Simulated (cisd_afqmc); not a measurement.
Input (AFQMC/CISD/cc-pVDZ; cisd_afqmc is a phaseless AFQMC code with CISD trial states that reads the integrals written by Ansatz):

Ansatz 0.2 input:
```python
import cisd_afqmc

open("ham.yaml", "w").write("""\
crystal:
  periodic: [false, false, false]
  atoms:
    - {symbol: Ge, position_ang: [-0.00000000, -0.00000000, -0.35685678]}
    - {symbol: O, position_ang: [0.00000000, 0.00000000, 1.42742714]}
basis:
  gaussian:
    orbitals: cc-pVDZ
total_charge: 1
magnetization: {spin_polarized: true, initial_magnetization: 1}
correlation: {method: ccsd, electrons: outside_noble_gas, hamiltonian_folder: ham}
""")
rep = cisd_afqmc.ansatz("ham.yaml")
e_ccsd = rep["correlation"]["coupled_cluster"]["energy"]["hartree"]
out = cisd_afqmc.run("ham", e_ccsd, trial="CISD", walkers=200, populations=8, threads=8, dt=0.005, steps=40, early=24, settle=10, least=32,
    cut=5e-5, rank_cut=2e-4, target=0.0004, seconds=1500, seed=1, memory=17280, gpu=False)
```

Output:

```
orbitals 26, occupied [5, 4], factors 126 of 458, rank of the doubles 117 of 193
E(HF) = -2149.866436
E(CCSD) on the cut factors = -2150.085359, shift to the whole factors -0.000006
Energy of the trial state on the determinant = -2150.085318
  tau behind 7.2 of longer steps, mean of the populations' last blocks
   2.0  -2150.09279
   4.0  -2150.09270
   6.0  -2150.09199
   8.0  -2150.09283
blocks 285 (2 outliers left out), error by blocks joined: 1: 0.00019, 2: 0.00022, 4: 0.00024, 8: 0.00028, 16: 0.00031
E(AFQMC/CISD) = -2150.09274 +/- 0.00031
```
